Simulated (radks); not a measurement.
Species: Ir. Configuration: [Xe] 4f14 5d7 6s2.

All-electron calculation, Dirac Kohn-Sham, PBE, spin-unpolarised, spherical densities, finite nucleus; open shells fill j = l - 1/2 first; Fermi nuclear charge, rms radius 5.4032 fm. Program: a radial shooting solver on a logarithmic mesh with Libxc functionals.

Energy parts (eV):
part                       energy
total                  -485848.36
kinetic                 553342.23
electron-nucleus      -1219126.37
Hartree                 189428.75
exchange-correlation     -9492.97

Orbitals (lengths in bohr, moments of r in powers of bohr):
\begin{tabular}{lrrr}
orbital & occ. & eigenvalue (eV) & <r^2> \\ \hline
1s1/2 & 2 & -75982.66 & 0.0004197 \\
2s1/2 & 2 & -13282.46 & 0.006361 \\
2p1/2 & 2 & -12727.03 & 0.004517 \\
2p3/2 & 4 & -11099.55 & 0.005710 \\
3s1/2 & 2 & -3106.186 & 0.04139 \\
3p1/2 & 2 & -2856.530 & 0.03783 \\
3p3/2 & 4 & -2500.185 & 0.04431 \\
3d3/2 & 4 & -2082.059 & 0.03413 \\
3d5/2 & 6 & -2005.048 & 0.03590 \\
4s1/2 & 2 & -662.3373 & 0.2024 \\
4p1/2 & 2 & -556.8442 & 0.2074 \\
4p3/2 & 4 & -472.5706 & 0.2411 \\
4d3/2 & 4 & -299.3545 & 0.2578 \\
4d5/2 & 6 & -283.7101 & 0.2701 \\
4f5/2 & 6 & -63.4559 & 0.3461 \\
4f7/2 & 8 & -60.3371 & 0.3565 \\
5s1/2 & 2 & -97.4304 & 1.077 \\
5p1/2 & 2 & -64.3132 & 1.285 \\
5p3/2 & 4 & -50.7522 & 1.539 \\
5d3/2 & 4 & -7.7578 & 3.401 \\
5d5/2 & 3 & -6.5427 & 3.758 \\
6s1/2 & 2 & -6.2916 & 9.709 \\
\end{tabular}

The highest occupied level is 6s1/2 at -6.292 eV. Summed over all electrons, <r^2> = 65.27 bohr^2, which gives a Langevin (diamagnetic) susceptibility term of -51.7 x 10^-6 cm^3/mol.
